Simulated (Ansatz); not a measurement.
One change: `ClC(Cl)(Cl)Br` becomes `N#CC(Cl)(Cl)Cl`.

Ansatz, PBE0-D4/def2-TZVP geometries, multiplicity 1. 

Scalar relativity is left out up to krypton.

```tsv
property	`ClC(Cl)(Cl)Br`
LUMO energy (B3LYP/def2-TZVPP) / eV	-2.12
LUMO energy (ωB97M-V/def2-TZVPP) / eV	0.32
size of the dipole moment (B3LYP/def2-TZVPP) / D	0.01
HOMO energy (PBE0/def2-TZVPP) / eV	-8.61
HOMO–LUMO gap (B3LYP/def2-TZVPP) / eV	6.20
ideal-gas entropy at 298 K and 1 bar (rigid rotor, harmonic PBE0-D4/def2-TZVP) / J/(mol·K)	333
```

(1) Give the same properties after the change, and the shifts. (An estimate is asked.)

## Answers

(1) Ansatz gave: 
```json
{"property": "LUMO energy (B3LYP/def2-TZVPP) / eV", "`N#CC(Cl)(Cl)Cl`": "-1.80", "shift": "0.32"}
{"property": "LUMO energy (ωB97M-V/def2-TZVPP) / eV", "`N#CC(Cl)(Cl)Cl`": "0.74", "shift": "0.42"}
{"property": "size of the dipole moment (B3LYP/def2-TZVPP) / D", "`N#CC(Cl)(Cl)Cl`": "2.32", "shift": "2.31"}
{"property": "HOMO energy (PBE0/def2-TZVPP) / eV", "`N#CC(Cl)(Cl)Cl`": "-9.46", "shift": "-0.85"}
{"property": "HOMO–LUMO gap (B3LYP/def2-TZVPP) / eV", "`N#CC(Cl)(Cl)Cl`": "7.37", "shift": "1.17"}
{"property": "ideal-gas entropy at 298 K and 1 bar (rigid rotor, harmonic PBE0-D4/def2-TZVP) / J/(mol·K)", "`N#CC(Cl)(Cl)Cl`": "332", "shift": "-1"}
```

With PBE0 the HOMO falls by 0.85 eV and the LUMO rises by 0.34 eV, so the gap widens by about 1.19 eV. PBE moves the HOMO by -0.76 eV and ωB97M-V by -0.88 eV. The zero-point energy changes by 22.6 kJ/mol with +3 modes.

B3LYP here is the variant with VWN-RPA as its local correlation; programs differ in this.

Spin–orbit coupling is left out; it splits and shifts lone-pair levels of the heavy atoms by tenths of an eV.
